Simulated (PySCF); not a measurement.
Isomers of C4H7FO3S, one GFN2-xTB conformer each. Single-point energies are computed at PBE0/pcSseg-1 (PySCF, gas phase, no added dispersion term), electronic only.

```json
{"SMILES": "C[C@]1(F)CCS(=O)(=O)O1", "GFN2-xTB relative energy (kcal/mol)": "13.4"}
{"SMILES": "C[C@@H]1O[S@@](=O)O[C@@]1(C)F", "GFN2-xTB relative energy (kcal/mol)": "0.0"}
{"SMILES": "C[C@@H]1[C@@H](F)COS1(=O)=O", "GFN2-xTB relative energy (kcal/mol)": "21.7"}
{"SMILES": "C[C@@H]1[C@H](F)COS1(=O)=O", "GFN2-xTB relative energy (kcal/mol)": "23.3"}
{"SMILES": "CO/C(F)=C/S(C)(=O)=O", "GFN2-xTB relative energy (kcal/mol)": "67.8"}
```

Conformers: `[CH3:1][C@:2]1([F:3])[CH2:4][CH2:5][S:6](=[O:7])(=[O:8])[O:9]1` with C1–C2–C4–C5 -166°, C2–C4–C5–S6 42°, C4–C5–S6–O7 -145°, C5–S6–O9–C2 10°; `[CH3:1][C@@H:2]1[O:3][S@@:4](=[O:5])[O:6][C@@:7]1([CH3:8])[F:9]` with C1–C2–O3–S4 -86°, C2–O3–S4–O5 -134°, O3–S4–O6–C7 -3°, S4–O6–C7–C8 151°; `[CH3:1][C@@H:2]1[C@@H:3]([F:4])[CH2:5][O:6][S:7]1(=[O:8])=[O:9]` with C1–C2–C3–F4 113°, C2–C3–C5–O6 -20°, C3–C5–O6–S7 44°, C5–O6–S7–O8 68°; `[CH3:1][C@@H:2]1[C@H:3]([F:4])[CH2:5][O:6][S:7]1(=[O:8])=[O:9]` with C1–C2–C3–F4 -2°, C2–C3–C5–O6 -27°, C3–C5–O6–S7 47°, C5–O6–S7–O8 70°; `[CH3:1][O:2]/[C:3]([F:4])=[CH:5]/[S:6]([CH3:7])(=[O:8])=[O:9]` with C1–O2–C3–F4 5°, C3–C5–S6–C7 66°.

Question: What does PBE0/pcSseg-1 give for the same structures?

Answer: 
```json
{"SMILES": "C[C@@H]1O[S@@](=O)O[C@@]1(C)F", "PBE0/pcSseg-1 E (Eh)": "-879.58093", "PBE0/pcSseg-1 (kcal/mol)": "0.0", "GFN2-xTB (kcal/mol)": "0.0", "point group": "C1"}
{"SMILES": "C[C@]1(F)CCS(=O)(=O)O1", "PBE0/pcSseg-1 E (Eh)": "-879.57348", "PBE0/pcSseg-1 (kcal/mol)": "4.7", "GFN2-xTB (kcal/mol)": "13.4", "point group": "C1"}
{"SMILES": "C[C@@H]1[C@@H](F)COS1(=O)=O", "PBE0/pcSseg-1 E (Eh)": "-879.55301", "PBE0/pcSseg-1 (kcal/mol)": "17.5", "GFN2-xTB (kcal/mol)": "21.7", "point group": "C1"}
{"SMILES": "C[C@@H]1[C@H](F)COS1(=O)=O", "PBE0/pcSseg-1 E (Eh)": "-879.55232", "PBE0/pcSseg-1 (kcal/mol)": "18.0", "GFN2-xTB (kcal/mol)": "23.3", "point group": "C1"}
{"SMILES": "CO/C(F)=C/S(C)(=O)=O", "PBE0/pcSseg-1 E (Eh)": "-879.51759", "PBE0/pcSseg-1 (kcal/mol)": "39.7", "GFN2-xTB (kcal/mol)": "67.8", "point group": "C1"}
```

Both levels put the same isomer lowest; measured from each level's own lowest isomer, the values differ by up to 28.1 kcal/mol (CO/C(F)=C/S(C)(=O)=O: 67.8 against 39.7). As drawn, the highest has a C=C bond outside aromatic rings, which the lowest lacks. Neighbours under 2.5 kcal/mol apart (C[C@@H]1[C@@H](F)COS1(=O)=O and C[C@@H]1[C@H](F)COS1(=O)=O) can change places with a better method, another conformer or zero-point energy. C[C@@H]1[C@@H](F)COS1(=O)=O and C[C@@H]1[C@H](F)COS1(=O)=O are stereoisomers, 0.5 kcal/mol apart in the conformers taken.

Question: Which frontier levels, dipoles and rotational constants go with these structures?

Answer: 
```
                       SMILES  HOMO (eV, PBE0/pcSseg-1)  LUMO (eV)  dipole (D)       A, B, C (MHz)
C[C@@H]1O[S@@](=O)O[C@@]1(C)F                     -8.16      -0.63        4.96    2236, 1301, 1054
       C[C@]1(F)CCS(=O)(=O)O1                     -8.90       0.77        5.19    2658, 1144, 1124
  C[C@@H]1[C@@H](F)COS1(=O)=O                     -9.04       0.97        4.11    2205, 1323, 1072
   C[C@@H]1[C@H](F)COS1(=O)=O                     -8.99       0.55        4.35    2337, 1348, 1082
         CO/C(F)=C/S(C)(=O)=O                     -7.59      -0.37        6.47  3314, 789.1, 748.7
```
